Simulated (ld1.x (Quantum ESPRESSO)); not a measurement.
# Cs (Z = 55), TM: configuration errors across variants

Cs, norm-conserving Troullier–Martins (Kleinman–Bylander form), made with ld1.x (Quantum ESPRESSO) 7.5 (Wu–Cohen, fully relativistic). Core [Xe], reference 5d0 6s1 6p0. Waves: 6p (bound, empty): rc 3.35 bohr; 5d (bound, empty): rc 4.20 bohr; 6s (bound): rc 4.20 bohr. Local part: the s channel. Core correction: a·sin(br)/r model core, default radius (core density twice the valence density).

Open shells are filled in proportion to 2j + 1 (rel_dist='average').

All-electron excitation energies from the reference (eV): (1) 5d0 6s0.5 6p0 1.417; (2) 5d0 6s0 6p1 1.304; (3) 5d1 6s0 6p0 1.631; (4) 5d0.5 6s0.5 6p0 0.830.

The default core radius of the base comes out at 3.83 bohr.

3 further variants failed, have other tests or another functional or relativity, and are left out.

A true bound ghost makes a file unfit for plane-wave use even where its test errors are small: the radial tests pick states by their node count and pass the ghost by.

Errors AE − PS in meV (a dash: test not solved or not reliable):

```tsv
change	(1)	(2)	(3)	(4)	bound ghosts
base	-2.2	-6.9	+2.6	+0.4	p1/2, p3/2
wave 6s (bound): rc 4.20 bohr becomes 6s (bound): rc 3.98 bohr	-2.1	-7.0	+2.9	+0.5	p1/2, p3/2
local potential all-electron potential smoothed inside 3.40 bohr (lloc = -1)	-2.5	–	+2.7	+0.5	p1/2, p3/2, s
core correction none	-9.0	+96	+75	+33	p1/2, p3/2
wave 6p (bound): rc 3.35 bohr becomes 6p (bound): rc 3.40 bohr	-2.2	-6.9	+2.6	+0.4	p1/2, p3/2
```

**Question.** Give the same row for: wave 5d (bound): rc 4.20 bohr becomes 5d (bound): rc 2.52 bohr.

**Answer.** -2.2, -6.9, +2.0, +0.3; bound ghosts: p1/2, p3/2.
